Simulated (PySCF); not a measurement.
B(H)2(NEt2), SMILES CCN(B)CC (C₄H₁₂BN) (GFN2-xTB optimised geometry):

```
18

B      0.678     1.579     0.000
H      1.850     1.579     0.000
H      0.071     2.581     0.000
N     -0.001     0.377     0.022
C     -1.455     0.312    -0.003
C     -2.041     0.643    -1.376
C      0.664    -0.910     0.046
C      0.552    -1.679    -1.271
H     -1.777    -0.688     0.302
H     -1.850     1.028     0.724
H     -3.127     0.609    -1.335
H     -1.732     1.641    -1.675
H     -1.698    -0.061    -2.130
H      1.719    -0.736     0.265
H      0.245    -1.521     0.857
H      0.910    -1.062    -2.092
H      1.157    -2.581    -1.223
H     -0.476    -1.969    -1.472
```

Computed with PBE0/def2-SVP (PySCF).

Problem. What are the frontier orbital energies and the dipole moment?

Solution. HOMO-2 -9.52 eV, HOMO-1 -8.70 eV, HOMO -7.23 eV, LUMO 0.41 eV, LUMO+1 1.81 eV; dipole moment 2.10 D.

Meta-Löwdin charges at PBE0/def2-SVP: B1 -0.10, H2 -0.01, H3 -0.01, N4 -0.13, C5 -0.07, C6 -0.30, C7 -0.06, C8 -0.31, H9 0.09, H10 0.10, H11 0.10, H12 0.11, H13 0.10, H14 0.11, H15 0.09, H16 0.10, H17 0.10, H18 0.10.
